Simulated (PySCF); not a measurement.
A PySCF script (with the pyscf-properties extension) for the NMR shieldings of C6H15BO2, on a GFN2-xTB geometry:

```python
import basis_set_exchange as bse
import numpy as np
from pyscf import gto, dft
from pyscf.prop import nmr

atoms = """
C    -2.188023   -1.141270   -0.858058
O    -1.655663    0.119744   -1.165974
C    -2.600953    1.152766   -1.039753
B     0.006331    0.642178    0.924521
O    -0.963509    0.384626    1.808744
C     1.105001   -0.440232    0.524540
C     1.532695   -0.442635   -0.961956
C     2.834748    0.273793   -0.583417
C     2.550176   -0.014766    0.894913
H    -2.993782   -1.412703   -1.553014
H    -1.373543   -1.856525   -0.951440
H    -2.587165   -1.164652    0.163722
H    -3.463864    0.979525   -1.695503
H    -2.099463    2.071785   -1.332901
H    -2.948604    1.243273   -0.004494
H     0.064965    1.750163    0.547259
H    -0.992858   -0.513142    2.146142
H     0.852187   -1.438613    0.899489
H     0.866534    0.091988   -1.633623
H     1.700758   -1.446037   -1.350694
H     3.753418   -0.151677   -0.985038
H     2.809683    1.336750   -0.812126
H     3.143432   -0.838935    1.288694
H     2.635764    0.834359    1.570991
"""
names = dict.fromkeys(["C", "O", "B", "H"], "pcSseg-1")
basis = {el: gto.basis.parse(bse.get_basis(n, elements=[el], fmt="nwchem")) for el, n in names.items()}
mol = gto.M(atom=atoms, basis=basis, charge=0, verbose=0)
mf = dft.RKS(mol, xc="PBE0")
mf.grids.level = 2
mf.grids.alignment = dft.numint.BLKSIZE   # the property module wants whole blocks of grid points
mf.conv_tol = 1e-9
mf.kernel()

calc = nmr.RKS(mf)   # GIAO
C = mf.mo_coeff
Co = C[:, mf.mo_occ > 0]
resp = mf.gen_response(singlet=True, hermi=2)
def vind(x):   # induced exchange potential for any number of trial vectors
    d = np.einsum("pi,xij,qj->xpq", C, 2 * x.reshape(-1, C.shape[1], Co.shape[1]), Co, optimize=True)
    return np.einsum("xpq,pi,qj->xij", resp(d - d.transpose(0, 2, 1)), C, Co, optimize=True).ravel()
mo1, _ = nmr.rhf.solve_mo1(calc, with_cphf=vind)
sigma = calc.kernel(mo1)
for i, s in enumerate(sigma):   # ppm
    w = np.linalg.eigvalsh((s + s.T) / 2)
    print("%2d %-2s iso %8.1f  s11 %8.1f  s22 %8.1f  s33 %8.1f" % (i, mol.atom_pure_symbol(i), w.mean(), *w))
```

Problem. What are the results?

Solution. 
```
 0 C  iso    127.1  s11     98.0  s22    100.1  s33    183.1
 1 O  iso    331.9  s11    320.0  s22    322.1  s33    353.7
 2 C  iso    125.2  s11     95.7  s22     96.9  s33    182.9
 3 B  iso     55.3  s11     14.5  s22     51.7  s33     99.5
 4 O  iso    165.5  s11     35.7  s22    177.6  s33    283.1
 5 C  iso    157.9  s11    155.5  s22    158.0  s33    160.1
 6 C  iso    164.8  s11    151.9  s22    159.2  s33    183.2
 7 C  iso    166.1  s11    151.4  s22    165.2  s33    181.8
 8 C  iso    166.2  s11    154.1  s22    159.8  s33    184.8
 9 H  iso     28.6  s11     24.9  s22     26.1  s33     34.9
10 H  iso     28.5  s11     23.9  s22     27.9  s33     33.6
11 H  iso     29.0  s11     24.8  s22     28.7  s33     33.3
12 H  iso     28.7  s11     24.9  s22     26.1  s33     35.0
13 H  iso     28.0  s11     24.0  s22     25.8  s33     34.1
14 H  iso     28.4  s11     24.1  s22     27.9  s33     33.1
15 H  iso     26.6  s11     24.3  s22     27.3  s33     28.3
16 H  iso     27.0  s11     24.0  s22     24.2  s33     32.8
17 H  iso     30.5  s11     27.7  s22     29.7  s33     34.3
18 H  iso     29.3  s11     24.9  s22     28.3  s33     34.8
19 H  iso     29.5  s11     26.3  s22     28.3  s33     34.0
20 H  iso     29.7  s11     26.3  s22     26.4  s33     36.5
21 H  iso     29.4  s11     26.7  s22     27.4  s33     34.2
22 H  iso     29.4  s11     26.1  s22     27.4  s33     34.7
23 H  iso     29.9  s11     26.5  s22     27.6  s33     35.7
```

These numbers come from an equivalent density-fitted implementation of the same equations, which agrees with the script to about 0.01 ppm for H and up to a few tenths of a ppm for heavy atoms, so last digits may differ.

Size and cost of the density-fitted run: 228 basis functions, 110 s wall time on 1 thread of an Arm Neoverse N1, shared host; peak memory 0.98 GiB.
